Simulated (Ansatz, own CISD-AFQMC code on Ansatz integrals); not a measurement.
CH4OSi, SMILES `C1O[SiH2]1` (charge 0, multiplicity 1).

Cartesian coordinates (Å):
SMILES: C1O[SiH2]1
```xyz
7

C     -0.9365    -0.0027     0.1294
O     -0.2490    -0.2544    -1.1719
Si     0.8697     0.0333     0.0259
H     -1.5326     0.9052     0.1155
H     -1.4757    -0.8741     0.4897
H      1.7005    -1.1049     0.4583
H      1.6236     1.2978    -0.0470
```
Charge 0, multiplicity 1.

Frozen-core correlation energies in cc-pVDZ at a geometry from B3LYP-D3(BJ)/def2-TZVP, on an HF energy of -403.94846 Ha (<S^2> = 0.00). Wave-function levels are from Ansatz, the walk from an own CISD-AFQMC code on Ansatz integrals (time step 0.005/Ha, trial state from CCSD amplitudes, largest double 0.04).

```json
[
 {"level": "MP2", "correlation energy (mHa)": "-424.0"},
 {"level": "CCSD", "correlation energy (mHa)": "-455.2"},
 {"level": "CCSD(T)", "correlation energy (mHa)": "-468.7"}
]
```

Question: What correlation energy does phaseless AFQMC give, and where does it lie among these levels?

Answer: -470.4 ± 0.4 mHa (one standard error). AFQMC minus each level: MP2 -46.4 mHa, CCSD -15.2 mHa, CCSD(T) -1.7 mHa.
